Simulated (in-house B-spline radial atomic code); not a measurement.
Successive ionisation energies of gallium; each step leads to the configuration of the next row (after the last: [Ne] 3s2). Dirac energy differences include first-order Breit, QED and recoil terms. NIST's values go from ground level to ground level; the uncertainty of those that are theory runs from under 0.1 % in few-electron ions to several per cent in heavy many-electron ones. Computed with a B-spline radial code for spherical atoms: Dirac-Hartree-Fock, average of the configuration, finite nuclei.

| ion | configuration | ionisation energy (eV) | tabulated value (eV) | tabulated kind | computed minus tabulated (eV) | highest orbital | largest mean radius (bohr) |
| --- | --- | --- | --- | --- | --- | --- | --- |
| Ga | [Ar] 3d10 4s2 4p1 | 5.4 | 5.999302 | measured | -0.6 | 4p3/2 | 3.4383 |
| Ga+ | [Ar] 3d10 4s2 | 18.8 | 20.51514 | measured | -1.8 | 4s1/2 | 2.3104 |
| Ga2+ | [Ar] 3d10 4s1 | 29.6 | 30.72576 | measured | -1.1 | 4s1/2 | 2.1471 |
| Ga3+ | [Ar] 3d10 | 60.9 | 63.241 | measured | -2.3 | 3d5/2 | 0.77904 |
| Ga4+ | [Ar] 3d9 | 85.9 | 86.01 | semi-empirical | -0.1 | 3d5/2 | 0.73905 |
| Ga5+ | [Ar] 3d8 | 113.0 | 112.7 | tabulated theory | 0.3 | 3d5/2 | 0.70541 |
| Ga6+ | [Ar] 3d7 | 142.1 | 140.8 | tabulated theory | 1.3 | 3d5/2 | 0.67632 |
| Ga7+ | [Ar] 3d6 | 173.2 | 169.9 | tabulated theory | 3.3 | 3d5/2 | 0.65067 |
| Ga8+ | [Ar] 3d5 | ? | ? | tabulated theory | ? | ? | ? |
| Ga9+ | [Ar] 3d4 | 241.0 | 244 | tabulated theory | -3.0 | 3d5/2 | 0.62133 |
| Ga10+ | [Ar] 3d3 | 277.5 | 280 | tabulated theory | -2.5 | 3d5/2 | 0.61085 |
| Ga11+ | [Ar] 3d2 | 315.7 | 319 | tabulated theory | -3.3 | 3d5/2 | 0.60051 |
| Ga12+ | [Ar] 3d1 | 355.7 | 356 | tabulated theory | -0.3 | 3d5/2 | 0.59035 |
| Ga13+ | [Ne] 3s2 3p6 | 471.7 | 471.2 | semi-empirical | 0.5 | 3p3/2 | 0.58041 |
| Ga14+ | [Ne] 3s2 3p5 | 510.9 | 508.8 | semi-empirical | 2.1 | 3p3/2 | 0.57204 |
| Ga15+ | [Ne] 3s2 3p4 | ? | ? | semi-empirical | ? | ? | ? |
| Ga16+ | [Ne] 3s2 3p3 | 591.9 | 599.8 | semi-empirical | -7.9 | 3p3/2 | 0.55954 |
| Ga17+ | [Ne] 3s2 3p2 | ? | ? | semi-empirical | ? | ? | ? |
| Ga18+ | [Ne] 3s2 3p1 | 676.5 | 677 | semi-empirical | -0.5 | 3p3/2 | 0.5476 |

(1) Fill in the row of Ga8+.

(2) Fill in the row of Ga15+.

(3) Fill in the row of Ga17+.

(4) Where is the largest jump?

Where a p, d or f electron is removed, the computed value is a mean over both j, so it misses the tabulated one by a part of the spin-orbit splitting; averaging over terms and missing correlation add to the gap, relatively most at low charge.

Results:

(1) ionisation energy (eV): 206.2; tabulated value (eV): 211; computed minus tabulated (eV): -4.8; highest orbital: 3d5/2; largest mean radius (bohr): 0.63191.

(2) ionisation energy (eV): 550.9; tabulated value (eV): 548.3; computed minus tabulated (eV): 2.6; highest orbital: 3p3/2; largest mean radius (bohr): 0.56572.

(3) ionisation energy (eV): 633.7; tabulated value (eV): 640; computed minus tabulated (eV): -6.3; highest orbital: 3p3/2; largest mean radius (bohr): 0.5535.

(4) From Ga to Ga+, by a factor of 3.44 (5.4438 to 18.753 eV); the highest orbital goes from 4p3/2 to 4s1/2.
